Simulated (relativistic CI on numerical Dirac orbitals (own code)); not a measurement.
d1 to d9 in one octahedral field

Computed with a parametric ligand-field model without spin-orbit coupling, by exact diagonalisation: B = 300, C = 1460, 10Dq = 35500 cm⁻¹ (Oh; |10Dq|/B = 118.3) for every shell. Energies in cm⁻¹; the field energy is (0.6 n_e − 0.4 n_t2) × 10Dq of the ground term; g labels are left out. So small a B with so large a field is typical of 4d and 5d ions, where spin-orbit coupling, left out here, reaches 1,000 to 4,000 cm⁻¹.

```csv
Shell,Ground term,Electrons in e,Field energy,First spin-allowed bands,Lowest term of other spin
d1,2T2,0.000,-14200,2E 35500,
d2,3T1,0.002,-28322,"3T2 34685, 3T1 38369",1T2 4774
d3,4A2,0.000,-42600,"4T2 35500, 4T1 39002",2E 6900
d4,3T1,0.004,-56649,"3E 33964, 3T1 34335",1T2 4429
d5,?,?,?,?,?
d6,1A1,0.007,-84938,"1T1 34261, 1T2 38832",3T1 31265
d7,2E,1.004,-63746,"2T1 34201, 2T2 34617",4T1 28548
d8,3A2,2.000,-42600,"3T2 35500, 3T1 39002",1E 5305
d9,2E,3.000,-21300,2T2 35500,
```

(1) Fill in the row of d5.

## Answers

(1) Ground term: 2T2; Electrons in e: 0.009; Field energy: -70696; First spin-allowed bands: 2A2 33439, 2T1 33545; Lowest term of other spin: 4T1 28445. Low spin: d4, d5, d6, d7; the other shells keep the spin of the free ion. Only d4 to d7 can choose; the field needed to pair spins is smallest for d6 and largest for d5, which loses most exchange energy. In the strong-field picture 10Dq must exceed about 6B + 5C = 9100 (d4), 7.5B + 5C = 9550 (d5), 2.5B + 4C = 6590 (d6) and 4B + 4C = 7040 (d7); mixing of terms shifts these bounds somewhat.
